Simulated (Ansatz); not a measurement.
The cluster Rb2F3⁺. Total charge 1; triplet. Geometry PBE0-D4/def2-SVP, that of the neutral doublet.

Cartesian coordinates in Å:
```
Rb -1.104 -0.755 1.351
Rb 0.579 1.139 -1.407
F -1.565 1.144 -0.170
F 0.665 -1.379 -0.542
F 1.426 -0.149 0.768
```

In the def2 sets Rb takes a core potential; there is no spin–orbit coupling. At PBE-D4/def2-TZVP, r2SCAN-D4/def2-TZVP the gap within one spin of the charge 1 triplet nearly closes, so an electron or hole may be smeared out by delocalisation error. At PBE0-D4/def2-TZVP a singlet of charge 1 lies 1.45 eV below the triplet, each at its own geometry. The structure comes from a short search, and lower isomers may exist.

**Question.** Estimate the α-spin orbital energies around the gap (eV) in Ansatz with PBE-D4/def2-TZVP, r2SCAN-D4/def2-TZVP, PBE0-D4/def2-TZVP.

**Answer.** 
```csv
orbital,PBE-D4/def2-TZVP,r2SCAN-D4/def2-TZVP,PBE0-D4/def2-TZVP
HOMO−5,-14.37,-14.66,-17.25
HOMO−4,-14.12,-14.65,-16.18
HOMO−3,-13.66,-14.59,-15.82
HOMO−2,-13.61,-14.34,-15.26
HOMO−1,-13.59,-13.91,-15.06
HOMO,-13.38,-13.76,-14.88
LUMO,-4.78,-3.95,-4.21
LUMO+1,-4.09,-3.22,-3.57
LUMO+2,-3.20,-2.58,-2.78
LUMO+3,-2.88,-2.27,-2.53
LUMO+4,-2.63,-2.01,-2.22
LUMO+5,-2.47,-1.89,-2.13
β HOMO,-12.98,-12.98,-13.56
β LUMO,-12.91,-12.91,-12.36
```
